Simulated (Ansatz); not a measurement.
The same path of H5OSbSi (8 atoms, charge 0, multiplicity 1) was run twice with different band settings. Lost on the way: Si2–H5. Made: O1–H5.

Theory: Ansatz, RKS r2SCAN/def2-SVP.

Relaxed end points:

```xyz
8
Properties=species:S:1:pos:R:3
O -1.167 -0.147 -1.000
Si -0.141 0.769 -0.050
Sb 1.489 -0.803 1.178
H -1.823 0.344 -1.511
H 0.650 1.742 -0.873
H -0.900 1.570 0.966
H 1.727 -1.659 -0.291
H 0.164 -1.817 1.582
```

```xyz
8
Properties=species:S:1:pos:R:3
O -1.095 0.420 -0.845
Si 0.447 1.548 -0.040
Sb 1.442 -0.660 1.081
H -0.835 0.109 -1.727
H -1.147 -0.384 -0.290
H -0.443 1.748 1.186
H 1.762 -1.374 -0.456
H -0.132 -1.406 1.092
```

Common settings: movable images 7; climbing image yes; spring 5.0 eV/Å²; start path through a guess of the saddle point; force threshold 0.03 eV/Å; iteration limit 60; end points relaxed.

| run | optimiser |
| --- | --- |
| 1 | quadratic models (default) |
| 2 | fire |

Q: What does each run give, and how far can it be trusted?

A: Run 1: converged after 26 iterations, highest image 3.000 eV above the first end. Neighbouring images differ by up to 2.4 eV, so the band resolves the path poorly. A vibrational analysis at the climbing image gives one clearly imaginary mode, 1349i cm⁻¹: a first-order saddle point.
Run 2: not converged after 60 iterations, highest image 3.019 eV above the first end. The band didn't meet its force threshold, so its energies are provisional: the largest band force was still 0.20 eV/Å, and over the last iterations the top stayed at 3.03 eV.
The orbitals stay closed-shell, which can raise the energy where a bond breaks towards radicals; this wasn't checked here.
